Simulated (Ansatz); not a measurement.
Computed with Ansatz on PBE0-D4/def2-TZVP structures; ΔE is electronic, products minus reactants. CCSD(T)/CBS adds triple-zeta CCSD(T) − MP2 to the extrapolated MP2 energy (def2 sets, frozen cores). Functionals use def2-TZVPP. For Mg, Se outer-core shells are correlated without core-valence functions, which leaves a few kJ/mol of doubt a bond. Scalar relativity is left out up to krypton. One conformer a species, not always the lowest.

`N[SiH2][Se][SiH3]` + `[OH][MgH]` → `N[SiH2][SeH]` + `[MgH][O][SiH3]`  (redistribution)

CCSD(T)/CBS gives -54.2 kJ/mol.

**Question.** Another level gave -62.6 kJ/mol. Which?
A. HF/def2-TZVPP
B. ωB97X-V/def2-TZVPP
C. SCS-MP2/def2-TZVPP
D. PBE-D4/def2-TZVPP

**Answer.** C. SCS-MP2/def2-TZVPP -62.6, ωB97X-V -55.5, PBE-D4 -40.8, HF/def2-TZVPP -79.7 kJ/mol.

Largest T1 diagnostic among the species: 0.011.

In def2-TZVPP, CCSD(T) changes the Hartree–Fock value by +19.6 kJ/mol (the triples alone add +3.4 kJ/mol) and MP2 by +25.2 kJ/mol. The D4 term adds +8.0 kJ/mol with B3LYP and +4.5 kJ/mol with PBE0; it sums over pairs of atoms, weighted by their polarisabilities, and B3LYP, whose exchange is more repulsive, gets the larger term.

B3LYP here is the variant with VWN-RPA as its local correlation; programs differ in this.
